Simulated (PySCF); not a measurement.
Geometry (Å), atoms numbered from 1 in this order:
```xyz
18

C     3.5843   -1.0895    0.7313
C     2.7524   -0.0535    0.6895
C     1.3218   -0.1736    0.5420
C     0.5235    0.8965    0.4963
O    -0.8194    0.9452    0.3528
C    -1.5164   -0.2780    0.2410
O    -2.8689   -0.0441    0.1375
C    -3.2500    0.6043   -1.0618
H     3.2291   -2.1040    0.6562
H     4.6466   -0.9606    0.8411
H     3.1372    0.9547    0.7678
H     0.9280   -1.1764    0.4709
H     0.9175    1.9017    0.5704
H    -1.1338   -0.8320   -0.6406
H    -1.3740   -0.8821    1.1480
H    -2.9307    0.0222   -1.9343
H    -2.8211    1.6074   -1.1211
H    -4.3350    0.6681   -1.0383
```

Method: GFN2-xTB geometry, PBE0/pcSseg-1 with gauge-including orbitals, in PySCF 2.14 (rapidly exchanging positions averaged, a single conformation, in vacuum, non-relativistic Hamiltonian).

Referencing at the same level of theory: TMS for 13C, 1H; 17O vs H2O.

| atoms | nucleus | count | Hirshfeld charge | δ (ppm) |
| --- | --- | --- | --- | --- |
| H13 | 1H | 1 | 0.06 | 6.73 |
| C1 | 13C | 1 | -0.12 | ? |
| O7 | 17O | 1 | -0.14 | 48.6 |
| H10 | 1H | 1 | 0.04 | ? |
| C4 | 13C | 1 | 0.03 | ? |
| C6 | 13C | 1 | 0.08 | ? |
| C3 | 13C | 1 | -0.09 | 111.0 |
| H14/H15 | 1H | 2 | 0.04 | 5.10 |
| H16/H17/H18 | 1H | 3 | 0.04 | 3.67 |
| H12 | 1H | 1 | 0.04 | 5.24 |
| H11 | 1H | 1 | 0.05 | 6.31 |
| H9 | 1H | 1 | 0.04 | 5.28 |
| C8 | 13C | 1 | -0.04 | ? |
| O5 | 17O | 1 | -0.11 | 153.8 |
| C2 | 13C | 1 | -0.05 | 141.4 |

Complete the table.

Answers


- C4: 155.9 ppm, alkene carbon bearing oxygen; an sp2 carbon further deshielded by the attached heteroatom
- C1: 117.8 ppm, terminal =CH2 carbon; an sp2 carbon of a C=C bond
- C6: 98.4 ppm, sp3 carbon bearing two oxygens; 2 electronegative neighbours deshield it
- C8: 59.0 ppm, methyl carbon bonded to O; deshielded by the electronegative neighbour
- H10: 5.09 ppm, hydrogen on a terminal =CH2 carbon; attached to an sp2 carbon and in the plane of the double bond

Shifts are as computed. Against solution values, carbons near 30 ppm lie about +3 ppm off and those near 130 ppm about +5 ppm. Of 1211 compounds with measured shifts, 218 miss one by over three times the rms of a fit or turn the order of signals round; such compounds aren't used in these exercises. Experimental scales use liquid or dissolved standards, which lie at an offset from isolated H2O (liquid H2O: subtract about 36 ppm).
